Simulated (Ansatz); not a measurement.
A short molecular-dynamics run on C3H9NZn (`[CH3][Zn][N](C)C`).

```yaml
crystal:
  periodic: [false, false, false]
  atoms:
    - {symbol: C, position_ang: [-1.422960, 2.348958, 1.253610]}
    - {symbol: Zn, position_ang: [-0.516010, 0.848931, 0.453905]}
    - {symbol: N, position_ang: [0.343390, -0.564596, -0.301967]}
    - {symbol: C, position_ang: [0.273718, -0.893294, -1.697957]}
    - {symbol: C, position_ang: [1.165881, -1.485443, 0.431081]}
    - {symbol: H, position_ang: [-0.755002, 2.893746, 1.924584]}
    - {symbol: H, position_ang: [-2.293271, 2.022574, 1.826756]}
    - {symbol: H, position_ang: [-1.765063, 3.044014, 0.483099]}
    - {symbol: H, position_ang: [-0.148874, -1.898236, -1.866876]}
    - {symbol: H, position_ang: [-0.353060, -0.183606, -2.245494]}
    - {symbol: H, position_ang: [1.268055, -0.884826, -2.175653]}
    - {symbol: H, position_ang: [0.787577, -2.519846, 0.368272]}
    - {symbol: H, position_ang: [2.202669, -1.505200, 0.054703]}
    - {symbol: H, position_ang: [1.212949, -1.223166, 1.491916]}
basis:
  gaussian: {orbitals: "6-31G*"}
hamiltonian: {xc: {name: PBE}, dispersion: d3bjatm}
md: {timestep: 0.5 fs, n_steps: 50, ensemble: nvt_langevin, temperature: 300, initial_velocities: maxwell_boltzmann, friction: 0.01, seed: 102}
```

```sh
$ ansatz run in.yaml --threads 2 --pin off --events-out ev --progress --plain --max-ram 32768MiB --backend cpu
```

```csv
step,time (fs),potential energy (eV),kinetic (eV),T (K),conserved (eV)
0,0.0,-53144.9888,0.5041,279,–
1,0.5,-53144.9730,0.4849,268,–
2,1.0,-53144.9466,0.4500,249,–
3,1.5,-53144.9175,0.4244,234,–
4,2.0,-53144.8943,0.3906,216,–
5,2.5,-53144.8819,0.3810,211,–
6,3.0,-53144.8772,0.3481,192,–
7,3.5,-53144.8761,0.3463,191,–
8,4.0,-53144.8735,0.3801,210,–
9,4.5,-53144.8652,0.3533,195,–
10,5.0,-53144.8499,0.3378,187,–
11,5.5,-53144.8256,0.3300,182,–
12,6.0,-53144.7972,0.3058,169,–
13,6.5,-53144.7724,0.2689,149,–
14,7.0,-53144.7537,0.2702,149,–
15,7.5,-53144.7439,0.2740,151,–
16,8.0,-53144.7478,0.2639,146,–
17,8.5,-53144.7657,0.2731,151,–
18,9.0,-53144.7925,0.3032,168,–
19,9.5,-53144.8227,0.3130,173,–
20,10.0,-53144.8521,0.3375,187,–
21,10.5,-53144.8754,0.3625,200,–
22,11.0,-53144.8865,0.3750,207,–
23,11.5,-53144.8836,0.3615,200,–
24,12.0,-53144.8701,0.3577,198,–
25,12.5,-53144.8502,0.3226,178,–
26,13.0,-53144.8297,0.3115,172,–
27,13.5,-53144.8137,0.2994,165,–
28,14.0,-53144.8078,0.3059,169,–
29,14.5,-53144.8104,0.3027,167,–
30,15.0,-53144.8175,0.3281,181,–
31,15.5,-53144.8233,0.3208,177,–
32,16.0,-53144.8208,0.3338,184,–
33,16.5,-53144.8090,0.3198,177,–
34,17.0,-53144.7917,0.3253,180,–
35,17.5,-53144.7708,0.3147,174,–
36,18.0,-53144.7477,0.2793,154,–
37,18.5,-53144.7291,0.2532,140,–
38,19.0,-53144.7184,0.2335,129,–
39,19.5,-53144.7148,0.2272,126,–
40,20.0,-53144.7205,0.2364,131,–
41,20.5,-53144.7343,0.2565,142,–
42,21.0,-53144.7501,0.2539,140,–
43,21.5,-53144.7625,0.2726,151,–
44,22.0,-53144.7674,0.3004,166,–
45,22.5,-53144.7614,0.2778,154,–
46,23.0,-53144.7431,0.2707,150,–
47,23.5,-53144.7159,0.2441,135,–
48,24.0,-53144.6883,0.2291,127,–
49,24.5,-53144.6695,0.2404,133,–
50,25.0,-53144.6700,0.2291,127,–
```

Velocities are drawn at the set temperature; a run this short doesn't reach equilibrium.

Frames (Å, forces in eV/Å):

```xyz
14
time=0.0 fs
C    -1.423    2.349    1.254    0.442   -0.763   -0.371
Zn   -0.516    0.849    0.454    0.014   -0.023   -0.015
N     0.343   -0.565   -0.302   -0.449    0.752    0.400
C     0.274   -0.893   -1.698   -0.003   -0.008   -0.030
C     1.166   -1.485    0.431    0.015   -0.023    0.015
H    -0.755    2.894    1.925    0.187    0.214    0.217
H    -2.293    2.023    1.827   -0.292   -0.061    0.189
H    -1.765    3.044    0.483   -0.126    0.261   -0.219
H    -0.149   -1.898   -1.867   -0.138   -0.344   -0.073
H    -0.353   -0.184   -2.245   -0.219    0.259   -0.152
H     1.268   -0.885   -2.176    0.334   -0.005   -0.174
H     0.788   -2.520    0.368   -0.113   -0.360   -0.017
H     2.203   -1.505    0.055    0.356   -0.019   -0.122
H     1.213   -1.223    1.492   -0.007    0.119    0.352
14
time=2.0 fs
C    -1.429    2.356    1.243    0.817   -0.430   -0.803
Zn   -0.515    0.852    0.459    0.156   -0.076   -0.195
N     0.338   -0.575   -0.304   -0.263    0.899    0.610
C     0.279   -0.897   -1.704   -0.300   -1.027    0.410
C     1.168   -1.493    0.424    0.426   -0.697   -1.139
H    -0.794    2.898    1.938    0.354    0.143    0.482
H    -2.303    2.015    1.765   -0.836   -0.186    0.516
H    -1.734    3.107    0.505   -0.158    0.028   -0.313
H    -0.146   -1.948   -1.860    0.370    0.724   -0.100
H    -0.353   -0.189   -2.219   -0.544    0.428   -0.483
H     1.275   -0.841   -2.161    0.400   -0.189   -0.332
H     0.761   -2.524    0.362    0.020   -0.223    0.018
H     2.232   -1.561    0.055   -0.366    0.143   -0.126
H     1.250   -1.249    1.455   -0.076    0.463    1.456
14
time=4.0 fs
C    -1.431    2.363    1.232    0.180   -0.169   -0.211
Zn   -0.514    0.856    0.464    0.290   -0.143   -0.325
N     0.333   -0.585   -0.304   -0.047    0.913    0.628
C     0.283   -0.906   -1.709   -0.074   -0.506    0.257
C     1.171   -1.503    0.414    0.551   -1.009   -0.385
H    -0.826    2.907    1.972    0.136   -0.191    0.267
H    -2.347    2.001    1.727   -0.077    0.159    0.070
H    -1.712    3.161    0.519   -0.096   -0.310   -0.207
H    -0.131   -1.967   -1.852    0.458    0.855   -0.214
H    -0.372   -0.181   -2.202   -0.265    0.022   -0.401
H     1.301   -0.809   -2.166   -0.287   -0.329   -0.109
H     0.742   -2.541    0.345    0.222    0.139    0.132
H     2.253   -1.607    0.057   -0.765    0.320   -0.171
H     1.277   -1.260    1.466   -0.226    0.250    0.669
14
time=6.0 fs
C    -1.434    2.369    1.221   -0.513    0.062    0.568
Zn   -0.514    0.860    0.469    0.400   -0.226   -0.417
N     0.327   -0.592   -0.303    0.141    0.826    0.529
C     0.285   -0.919   -1.714    0.085    0.994    0.054
C     1.175   -1.515    0.405    0.165   -0.940    1.089
H    -0.860    2.910    2.017   -0.126   -0.528   -0.173
H    -2.396    1.990    1.702    0.794    0.533   -0.428
H    -1.692    3.203    0.523   -0.039   -0.614   -0.034
H    -0.107   -1.953   -1.854    0.174    0.076   -0.313
H    -0.403   -0.180   -2.198    0.292   -0.523   -0.145
H     1.320   -0.798   -2.178   -0.803   -0.357    0.087
H     0.726   -2.558    0.331    0.399    0.449    0.276
H     2.247   -1.637    0.062   -0.518    0.396   -0.377
H     1.304   -1.257    1.501   -0.451   -0.148   -0.718
14
time=8.0 fs
C    -1.438    2.377    1.213   -0.741   -0.132    0.826
Zn   -0.514    0.864    0.474    0.460   -0.304   -0.465
N     0.322   -0.597   -0.299    0.330    0.625    0.367
C     0.292   -0.929   -1.718   -0.223    2.089    0.162
C     1.181   -1.529    0.399   -0.393   -0.440    1.816
H    -0.902    2.894    2.051   -0.067   -0.487   -0.274
H    -2.425    2.000    1.664    0.953    0.554   -0.529
H    -1.670    3.217    0.520   -0.035   -0.493   -0.096
H    -0.081   -1.937   -1.862   -0.168   -0.809   -0.354
H    -0.423   -0.194   -2.204    0.573   -0.717    0.007
H     1.309   -0.801   -2.193   -0.545   -0.245    0.080
H     0.726   -2.563    0.327    0.323    0.322    0.312
H     2.229   -1.655    0.053    0.017    0.397   -0.530
H     1.316   -1.258    1.519   -0.485   -0.360   -1.321
14
time=10.0 fs
C    -1.443    2.385    1.208   -0.192   -0.548    0.615
Zn   -0.514    0.869    0.480    0.484   -0.381   -0.509
N     0.315   -0.599   -0.294    0.479    0.346    0.128
C     0.296   -0.932   -1.722   -0.787    1.445    0.493
C     1.184   -1.545    0.398   -0.665    0.074    1.248
H    -0.940    2.864    2.071    0.162   -0.207   -0.077
H    -2.420    2.030    1.610    0.176    0.177   -0.185
H    -1.649    3.209    0.519   -0.038    0.036   -0.424
H    -0.067   -1.952   -1.879   -0.112   -0.540   -0.186
H    -0.426   -0.226   -2.210    0.349   -0.415   -0.094
H     1.282   -0.813   -2.214    0.077   -0.060    0.000
H     0.737   -2.566    0.331    0.111   -0.018    0.249
H     2.213   -1.659    0.022    0.272    0.354   -0.495
H     1.314   -1.271    1.492   -0.313   -0.264   -0.763
14
time=12.0 fs
C    -1.447    2.392    1.204    0.630   -0.486   -0.030
Zn   -0.512    0.875    0.485    0.458   -0.437   -0.528
N     0.309   -0.600   -0.289    0.506   -0.042   -0.123
C     0.294   -0.930   -1.723   -0.896   -0.117    0.668
C     1.188   -1.560    0.400   -0.758    0.273   -0.500
H    -0.968    2.834    2.085    0.325    0.067    0.122
H    -2.411    2.061    1.555   -0.915   -0.277    0.232
H    -1.630    3.207    0.502    0.076    0.188   -0.389
H    -0.051   -1.990   -1.908    0.148    0.430    0.162
H    -0.421   -0.271   -2.227   -0.172    0.144   -0.277
H     1.264   -0.819   -2.229    0.436    0.071    0.011
H     0.751   -2.578    0.344   -0.012   -0.155    0.119
H     2.204   -1.647   -0.032    0.124    0.248   -0.202
H     1.303   -1.285    1.441    0.050    0.091    0.735
14
time=14.0 fs
C    -1.452    2.399    1.200    0.784   -0.136   -0.395
Zn   -0.510    0.880    0.490    0.398   -0.473   -0.531
N     0.303   -0.600   -0.283    0.438   -0.402   -0.253
C     0.292   -0.931   -1.720   -0.398   -0.796    0.552
C     1.192   -1.575    0.401   -0.678    0.441   -1.720
H    -0.985    2.812    2.107    0.207    0.134   -0.047
H    -2.429    2.082    1.507   -1.101   -0.376    0.309
H    -1.617    3.219    0.474    0.264   -0.116    0.065
H    -0.020   -2.014   -1.927    0.142    0.776    0.389
H    -0.419   -0.310   -2.253   -0.465    0.457   -0.318
H     1.266   -0.822   -2.233    0.297    0.147    0.175
H     0.768   -2.600    0.361   -0.021   -0.053   -0.019
H     2.200   -1.621   -0.087   -0.199    0.086    0.217
H     1.294   -1.293    1.416    0.332    0.311    1.576
14
time=16.0 fs
C    -1.458    2.405    1.198   -0.215   -0.187   -0.295
Zn   -0.507    0.884    0.495    0.345   -0.520   -0.525
N     0.298   -0.602   -0.278    0.304   -0.632   -0.219
C     0.288   -0.936   -1.715    0.245   -0.135    0.165
C     1.196   -1.589    0.399   -0.508    0.984   -1.025
H    -0.998    2.794    2.130   -0.034    0.102   -0.314
H    -2.485    2.082    1.470    0.145    0.060   -0.010
H    -1.590    3.234    0.447    0.306   -0.460    0.538
H     0.015   -2.006   -1.926   -0.055    0.243    0.378
H    -0.430   -0.337   -2.282   -0.233    0.351   -0.052
H     1.290   -0.817   -2.224   -0.274    0.138    0.395
H     0.785   -2.625    0.373    0.029    0.148   -0.098
H     2.194   -1.590   -0.133   -0.383   -0.108    0.544
H     1.302   -1.292    1.440    0.328    0.016    0.517
14
time=18.0 fs
C    -1.465    2.412    1.190   -0.926   -0.789    0.230
Zn   -0.505    0.888    0.499    0.338   -0.617   -0.532
N     0.293   -0.608   -0.275    0.034   -0.574    0.028
C     0.284   -0.945   -1.709    0.518    1.053    0.006
C     1.198   -1.599    0.394   -0.450    1.528    0.151
H    -1.018    2.782    2.144   -0.177    0.047   -0.454
H    -2.538    2.071    1.436    1.199    0.472   -0.251
H    -1.547    3.235    0.443    0.137   -0.206    0.374
H     0.050   -1.992   -1.904   -0.324   -0.697    0.151
H    -0.445   -0.353   -2.304    0.117    0.069    0.293
H     1.302   -0.802   -2.195   -0.481    0.095    0.313
H     0.800   -2.643    0.379    0.062    0.250   -0.150
H     2.179   -1.558   -0.161   -0.237   -0.310    0.630
H     1.319   -1.294    1.477    0.189   -0.322   -0.789
14
time=20.0 fs
C    -1.476    2.415    1.184   -0.715   -1.452    0.394
Zn   -0.502    0.891    0.504    0.348   -0.712   -0.535
N     0.288   -0.615   -0.272   -0.231   -0.376    0.335
C     0.280   -0.950   -1.702    0.339    1.477   -0.056
C     1.198   -1.605    0.391   -0.629    1.857    0.733
H    -1.051    2.772    2.141   -0.079    0.113   -0.164
H    -2.548    2.071    1.391    1.052    0.500   -0.198
H    -1.502    3.222    0.453   -0.017    0.382   -0.153
H     0.067   -1.997   -1.872   -0.363   -0.923   -0.039
H    -0.455   -0.360   -2.318    0.344   -0.173    0.544
H     1.301   -0.783   -2.157   -0.362    0.012    0.066
H     0.816   -2.649    0.378   -0.030    0.108   -0.159
H     2.154   -1.536   -0.167    0.273   -0.397    0.410
H     1.336   -1.297    1.488    0.072   -0.416   -1.178
14
time=22.0 fs
C    -1.488    2.416    1.182    0.336   -1.496   -0.312
Zn   -0.501    0.893    0.507    0.351   -0.775   -0.512
N     0.281   -0.620   -0.270   -0.365   -0.204    0.637
C     0.279   -0.951   -1.695    0.025    0.522    0.109
C     1.196   -1.606    0.392   -0.856    1.696    0.012
H    -1.088    2.761    2.129    0.171    0.308    0.468
H    -2.524    2.088    1.334   -0.218    0.134    0.050
H    -1.459    3.212    0.450   -0.050    0.622   -0.355
H     0.069   -2.031   -1.840   -0.099   -0.040   -0.109
H    -0.449   -0.375   -2.315    0.121   -0.089    0.445
H     1.290   -0.755   -2.123   -0.013   -0.129   -0.212
H     0.827   -2.651    0.372   -0.097   -0.003   -0.183
H     2.141   -1.522   -0.159    0.609   -0.432    0.153
H     1.349   -1.314    1.452    0.086   -0.113   -0.190
14
time=24.0 fs
C    -1.497    2.412    1.180    1.694   -0.649   -1.214
Zn   -0.499    0.894    0.511    0.340   -0.804   -0.460
N     0.273   -0.625   -0.267   -0.289   -0.093    0.893
C     0.280   -0.949   -1.687    0.216   -0.763    0.520
C     1.193   -1.605    0.393   -0.894    1.129   -1.598
H    -1.121    2.763    2.125    0.270    0.360    0.770
H    -2.506    2.114    1.282   -1.629   -0.280    0.208
H    -1.419    3.219    0.437   -0.096    0.165    0.052
H     0.064   -2.065   -1.814    0.202    0.875   -0.162
H    -0.433   -0.397   -2.297   -0.509    0.346   -0.029
H     1.285   -0.726   -2.096    0.159   -0.289   -0.361
H     0.832   -2.650    0.355   -0.161   -0.066   -0.174
H     2.149   -1.534   -0.143    0.506   -0.339    0.003
H     1.362   -1.347    1.406    0.192    0.410    1.553
14
time=25.0 fs
C    -1.500    2.409    1.179    1.967   -0.174   -1.326
Zn   -0.498    0.894    0.512    0.344   -0.822   -0.427
N     0.268   -0.628   -0.264   -0.228   -0.005    0.971
C     0.281   -0.948   -1.683    0.340   -0.997    0.681
C     1.190   -1.602    0.393   -0.674    0.861   -1.992
H    -1.137    2.772    2.131    0.190    0.247    0.600
H    -2.512    2.125    1.260   -1.753   -0.293    0.187
H    -1.395    3.228    0.430   -0.168   -0.168    0.332
H     0.061   -2.069   -1.800    0.285    0.961   -0.229
H    -0.432   -0.406   -2.288   -0.688    0.501   -0.195
H     1.287   -0.715   -2.084    0.130   -0.347   -0.397
H     0.832   -2.650    0.345   -0.164   -0.011   -0.138
H     2.160   -1.548   -0.139    0.230   -0.257    0.055
H     1.370   -1.357    1.399    0.189    0.503    1.879
```

Hardware: 2 threads of a server CPU on a shared host. Wall time 3.1 min, peak host memory 0.58 GiB.
